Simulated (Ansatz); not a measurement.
A structure relaxed at PBE0-D4/def2-TZVP, charge 0, multiplicity 1:

```tsv
atom	x (Å)	y (Å)	z (Å)
C1	0.6845	0.7071	0.6098
C2	0.9051	0.3973	-0.6626
Ge3	-0.4079	-0.8043	-1.4097
S4	-1.5722	-0.9351	0.4752
C5	-0.4667	0.1836	1.4028
H6	1.3528	1.3774	1.1498
H7	1.7559	0.8027	-1.1984
H8	-1.2344	-0.2169	-2.5699
H9	0.1471	-2.1717	-1.8525
H10	-1.0680	1.0179	1.7770
H11	-0.0962	-0.3581	2.2785
```

**Question.** Give its formula and SMILES.

**Answer.** C3H6GeS, `C1=[CH][GeH2][S]C1`.

**Question.** Point group (tolerance 0.08 Å, 0.16 Å for H)?

**Answer.** Cs.

**Question.** Summarise the bond lengths by kind.

**Answer.** 2 × C–C 1.328 to 1.493 Å; 4 × C–H 1.084 to 1.094 Å; 1 × C–Ge 1.930 Å; 1 × Ge–S 2.219 Å; 2 × Ge–H 1.541 Å; 1 × C–S 1.826 Å.

Program: Ansatz 0.2.0.
